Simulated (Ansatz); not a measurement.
Stepwise reaction of `[Br][GeH]([Br])[Br]` with hydrogen, as a gas-phase model of exchange steps in deposition or etching. ΔE in kJ/mol; ΔG adds harmonic PBE0-D4 terms to CCSD(T)/CBS, at 1 bar.

Computed with Ansatz on PBE0-D4/def2-TZVP structures; ΔE is electronic, products minus reactants. CBS: MP2 limit from def2 TZ/QZ plus the TZ coupled-cluster correction, frozen cores. This one scheme is used for every species. DFT in def2-TZVPP. B3LYP here is the variant with VWN-RPA as its local correlation; programs differ in this. For Br, Ge outer-core shells are correlated without core-valence functions, which leaves a few kJ/mol of doubt a bond. Scalar relativity is left out up to krypton.

| step | reaction | PBE-D4 | B3LYP-D4 | ωB97M-V | CCSD(T)/CBS | ΔG(400 K) |
| --- | --- | --- | --- | --- | --- | --- |
| 1 | `[Br][GeH]([Br])[Br]` + H₂ → `[Br][GeH2][Br]` + HBr | 61.7 | 60.3 | 56.3 | 57.7 | 50.3 |
| 2 | `[Br][GeH2][Br]` + H₂ → `[GeH3][Br]` + HBr | 62.5 | 61.4 | 59.0 | 60.0 | 55.5 |
| 3 | `[GeH3][Br]` + H₂ → GeH₄ + HBr | 58.3 | 58.6 | 58.4 | 58.5 | 57.1 |

**Question.** By hand: ΔE of the 3 steps together at CCSD(T)/CBS.

**Answer.** (57.7) + (60.0) + (58.5) = 176.2 kJ/mol, or 58.7 kJ/mol a step.

In ΔE the steps differ by no more than 2.3 kJ/mol. All are uphill at CCSD(T)/CBS. ΔG lies between 50.3 and 57.1 kJ/mol a step. PBE-D4 differs from CCSD(T)/CBS by -0.2 to 4.0 kJ/mol a step. Isolated molecules leave out the surface, adducts and barriers. Largest T1 diagnostic: 0.012.
